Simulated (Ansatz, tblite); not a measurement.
Cost and result up the ladder for Sn(NMeEt)H3 (C₃H₁₁NSn) (16 atoms). Total charge 0; singlet. Geometry: r2SCAN-D4/def2-SVP.

```tsv
atom	x (Å)	y (Å)	z (Å)
Sn1	1.181	1.715	-0.473
N2	0.613	-0.251	-0.290
C3	0.052	-0.906	-1.453
C4	0.079	-0.706	0.981
C5	-1.377	-0.336	1.277
H6	0.145	-2.005	-1.348
H7	-1.022	-0.691	-1.650
H8	0.611	-0.623	-2.361
H9	0.184	-1.811	1.019
H10	0.724	-0.317	1.792
H11	-1.695	-0.735	2.254
H12	-1.511	0.760	1.301
H13	-2.062	-0.739	0.515
H14	-0.129	2.810	-0.727
H15	2.222	1.753	-1.832
H16	1.984	2.083	0.994
```

Ansatz on 4 threads of Intel Xeon on a shared host; xTB runs through tblite on one thread. Times are rough, summed over both states, and most runs start from the orbitals of an earlier one. PBE0-D4/def2-TZVP serves as the yardstick here, not as an exact answer. The other state is a triplet.

In the def2 sets Sn takes a core potential; there is no spin–orbit coupling. The xTB rows come from tblite.

xTB has no spin-polarisation term.

| level | functions | wall time | vertical triplet (eV) | difference from PBE0-D4/def2-TZVP (eV) |
| --- | --- | --- | --- | --- |
| GFN2-xTB | 36 | 0.03 s | 5.02 | 0.75 |
| GFN1-xTB | 47 | 0.045 s | 5.52 | 1.26 |
| PBE-D4/def2-TZVP (with forces) | 240 | 18 s | 4.13 | -0.14 |
| r2SCAN-D4/def2-TZVP | 240 | 26 s | 4.13 | -0.13 |
| PBE0-D4/def2-TZVP | 240 | 27 s | 4.27 | 0.00 |
